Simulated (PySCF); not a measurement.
Si(H)(F)2(OEt) (C₂H₆F₂OSi), SMILES F[SiH](F)OCC.

Geometry: ωB97X-D3(BJ)/def2-SVP. This is a generated structure with no PubChem entry under its InChIKey; it may be hypothetical. One conformer was computed; it need not be the lowest.

Two levels are set side by side: TDDFT-PBE/def2-SVPD (PySCF) and TDDFT-B3LYP/def2-SVPD (PySCF). Vertical, same geometry. The lowest singlet is HOMO→LUMO 100 % with PBE and HOMO→LUMO 98 % with the other functional; states are paired by order. Differences are taken from unrounded values.

| quantity | TDDFT-B3LYP | TDDFT-PBE | TDDFT-PBE minus TDDFT-B3LYP |
|---|---|---|---|
| lowest singlet excitation (eV) | 7.94 | 7.18 | -0.76 |
| lowest triplet excitation (TDA) (eV) | 7.77 | 7.06 | -0.71 |

A lower first singlet is the usual sign of a functional without exact exchange. Differences between two approximate levels are no errors against the true value.

Rough cost on one machine, each run with all the roots and properties that it gave: TDDFT-B3LYP against TDDFT-PBE about 4 times.
